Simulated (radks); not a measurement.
F VIII, 2 electrons, occupied as [He]. Calculated with a radial shooting solver on a logarithmic mesh with Libxc functionals: scalar-relativistic Kohn-Sham, BLYP, spin-polarised, spherical densities, finite nucleus; Fermi nuclear charge, rms radius 2.8976 fm.

Radial electron density D(r) = 4 pi r^2 rho(r):

r (bohr)  D(r) (e/bohr)
0.008171         0.3175
0.009513         0.4197
0.01107          0.5526
0.01289          0.7243
0.01501          0.9442
0.01747           1.223
0.02034           1.573
0.02387           2.032
0.02779           2.565
0.03235           3.201
0.03766           3.941
0.04384           4.778
0.05104           5.691
0.05942           6.638
0.06917           7.559
0.08053           8.371
0.0945            9.002
0.11              9.281
0.1281            9.162
0.1491            8.602
0.1736            7.622
0.2021            6.314
0.2352            4.839
0.2739            3.389
0.3188            2.138
0.3741            1.155
0.4356           0.5564
0.5071           0.2278
0.5903          0.07740
0.6872          0.02125

D(r) has 1 maximum, at r = 0.114 bohr.
